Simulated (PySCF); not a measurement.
# How methods differ on the excitation energy of Mg

Mg [Ne] 3s2 (1S) → Mg [Ne] 3p2 (3P), as a difference of total energies. Computed with PySCF 2.14 in x2c-TZVPPall, with the spin-free X2C one-electron Hamiltonian (Gaussian nucleus). Correlated levels: valence: [Ne] frozen; valence and next inner shell: 1s2 frozen. The calculations carry no spin-orbit coupling.

Q: Order these methods by the excitation energy they give, lowest first.
A. TPSS
B. PBE
C. SCS-MP2 (valence)
D. MP2 (valence and next inner shell)

A: A (6.308 eV), B (6.372 eV), D (6.980 eV), C (7.024 eV).

Errors of the correlated levels include the incompleteness of this basis and the frozen core.

The basis was made for the ground configuration and has no added diffuse functions, so the excitation energy can come out too high.

For comparison: 7.173 eV (measured; NIST levels, between the centres of gravity of the two terms).
